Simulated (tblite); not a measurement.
Compound: C6H14N (doublet state).
Z-matrix (Å and degrees, GFN2-xTB geometry), rows numbered from 1:
```
C 
C   1  1.4746
C   2  1.5448  1  110.57
N   2  1.4547  1  109.98  3  -120.07
C   4  1.4503  2  113.40  1   -71.60
C   5  1.5250  4  110.67  2   179.40
C   6  1.5231  5  111.70  4  -179.23
H   1  1.0710  2  119.55  3    92.34
H   1  1.0719  2  120.38  3   -79.74
H   2  1.1128  1  108.97  3   117.30
H   3  1.0883  2  110.39  1   174.80
H   3  1.0861  2  109.23  1   -65.27
H   3  1.0864  2  110.06  1    54.58
H   4  1.0162  2  109.77  1   165.79
H   5  1.0942  4  107.41  2    59.41
H   5  1.1072  4  112.04  2   -58.20
H   6  1.0909  5  108.67  4   -57.57
H   6  1.0930  5  109.06  4    59.57
H   7  1.0882  6  110.51  5   -59.68
H   7  1.0876  6  110.51  5    60.18
H   7  1.0873  6  110.54  5  -179.65
```

Level: GFN2-xTB in tblite, geometry and Hessian alike; calculated harmonic values, unscaled, isolated species. Errors from tens to a few hundred cm⁻¹ against measured bands are possible. One conformer, not necessarily the lowest. Open shells enter through the occupations alone, without spin polarisation, and single modes of such species can be off by tens of per cent.

Harmonic wavenumbers (cm⁻¹): 62.0, 71.2, 125.3, 135.2, 183.2, 212.9, 229.3, 291.8, 303.7, 385.4, 440.5, 468.2, 522.3, 790.7, 808.2, 891.2, 916.7, 927.6, 947.3, 981.8, 1035.7, 1087.7, 1105.3, 1118.7, 1141.5, 1164.1, 1190.9, 1228.9, 1262.4, 1268.7, 1298.3, 1320.0, 1364.3, 1372.7, 1379.5, 1412.5, 1416.7, 1486.8, 1489.7, 1496.2, 1499.8, 1503.2, 1506.8, 2693.4, 2777.3, 2951.1, 2966.1, 2995.8, 3014.4, 3028.5, 3035.7, 3040.0, 3045.5, 3052.7, 3139.9, 3191.4, 3349.9.

A = 6667, B = 1085, C = 991.5 MHz; mass 100.113 u (most abundant isotopes); point group C1, symmetry number 1; spin multiplicity 2.

Zero-point energy?

Half the sum of the wavenumbers: 41063 cm⁻¹ = 491.23 kJ/mol.

What is S at 400 K and 1 bar for an ideal gas of classical rigid rotors and harmonic oscillators?

Translation 172.41, rotation 121.64, vibration 160.88, spin (R ln 2) 5.76: S = 460.7 J/(mol K).

And Cp and H(400 K) − H(0)?

Cp = 198.70 J/(mol K), of which vibrations give 165.44 (their classical limit is 57 R = 473.9); H(400 K) − H(0) = 46.86 kJ/mol without the zero-point energy, 33.55 from vibrations.

Blend soft modes into free rotors: weight 1/[1 + (100 cm⁻¹/ν̃)⁴] for the oscillator and the rest for a rotor with moment μB/(μ + B), μ = h/(8π²ν), B = 10⁻⁴⁴ kg m². What vibrational entropy results?

150.41 J/(mol K) in place of 160.88, which changes −T·S at 400 K by +4.19 kJ/mol.

How do the functions run with temperature in this model?

| T (K) | S (J/(mol K)) | Cp (J/(mol K)) | H − H(0) (kJ/mol) | G − H(0) (kJ/mol) | ln q(vib) |
| --- | --- | --- | --- | --- | --- |
| 100 | 287.1 | 80.3 | 5.42 | -23.29 | 1.50 |
| 200 | 355.0 | 118.0 | 15.42 | -55.57 | 4.13 |
| 300 | 409.9 | 156.6 | 29.09 | -93.87 | 6.72 |
| 500 | 509.3 | 237.6 | 68.72 | -185.94 | 11.77 |
| 800 | 641.3 | 323.9 | 153.98 | -359.06 | 19.15 |
| 1000 | 718.0 | 363.0 | 222.87 | -495.13 | 23.83 |

q(vib) and H(0) count from the zero-point level.

What must be added to the electronic energy to get the Gibbs energy at 400 K and 1 bar?

ZPE + [H(400 K) − H(0)] − T·S = 491.23 + 46.86 − 184.28 = 353.81 kJ/mol.

Hindered rotation and anharmonicity are outside this model. Other conformers, if any are populated, would add a mixing term that is left out. The structure is chiral; the term R ln 2 for an equal mix with its mirror image is left out.

The run took 0.68 s of wall time on one thread of an Arm Neoverse V1, shared host. The figure is for the frequency step alone.
